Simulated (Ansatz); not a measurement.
Two isomers of C2H9NSi2: A = `N[SiH2]/C=C/[SiH3]`, B = `C=C[SiH2]N[SiH3]`.

Isolated molecules relaxed with PBE0-D4/def2-TZVP in Ansatz; ΔE leaves out vibrations. CCSD(T)/CBS is the MP2 limit (def2-TZVPP, def2-QZVPP) plus CCSD(T) − MP2 in def2-TZVPP, frozen cores. DFT in def2-TZVPP. B3LYP here is the variant with VWN-RPA as its local correlation; programs differ in this. One conformer a species, not always the lowest.

(1) Which is lower in electronic energy at CCSD(T)/CBS, and by how much? (Best estimate.)

(2) Give E(B) − E(A) in kJ/mol with PBE0-D4, PBE-D4, HF/def2-TZVPP, r2SCAN-D4, CCSD(T)/def2-SVP, B3LYP, CCSD/def2-TZVPP. (Estimate.)

(3) Does the order hold for the free energy at 298.15 K (harmonic terms from PBE0-D4)? (An estimate is asked.)

Largest T1 diagnostic: 0.011.

Answers

(1) The calculation gave: B, by 57.4 kJ/mol.

(2) The calculation gave: PBE0-D4 -50.6, PBE-D4 -46.3, HF/def2-TZVPP -66.4, r2SCAN-D4 -52.6, CCSD(T)/def2-SVP -56.1, B3LYP -54.7, CCSD/def2-TZVPP -59.2. None reverses the order clearly.

(3) Computed: Yes: G(B) − G(A) = -58.0 kJ/mol, for one conformer each. Modes under 60 cm⁻¹, often nearly free rotors, make the harmonic entropy too high.

From PBE to PBE0 (25 % exact exchange), in def2-TZVPP and without D4, E(B) − E(A) moves by −4.4 kJ/mol. In def2-TZVPP, CCSD(T) changes the Hartree–Fock value by +8.8 kJ/mol (the triples alone add +1.6 kJ/mol) and MP2 by +7.7 kJ/mol.
